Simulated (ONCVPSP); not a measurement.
Pseudopotential generation for H: ONCV, PBEsol, non-relativistic.

| Item | Value |
| --- | --- |
| Element | H (Z = 1) |
| Generator | ONCVPSP 4.0.1 |
| Type | optimised norm-conserving Vanderbilt (ONCV) |
| Functional | PBEsol |
| Relativity | non-relativistic |
| Frozen core | none |
| Valence charge | 1 |
| Reference configuration | 1s1 |
| Partial waves | 1s: rc 0.90 bohr, ncon 3, nbas 8, qcut 6.2 1/bohr, 3 projectors, debl 4 Ha; p scattering state at 0.42 Ha: rc 0.85 bohr, ncon 3, nbas 7, qcut 7.8 1/bohr, 2 projectors, debl 1.8 Ha |
| Local potential | polynomial inside 0.60 bohr (lpopt 1, dvloc0 -1 Ha) |
| Core correction | none |

Results:

- Cutoffs needed: 16 Ha and 76 Ha (the cutoffs (Ha) at which the residual kinetic energy of the hardest occupied pseudo-wave falls to 1 and 0.1 mHa per electron)
- Ghost test: no bound ghost flagged; no localised positive-energy state flagged

Generation and tests took about 2 s on one core of a shared server CPU.
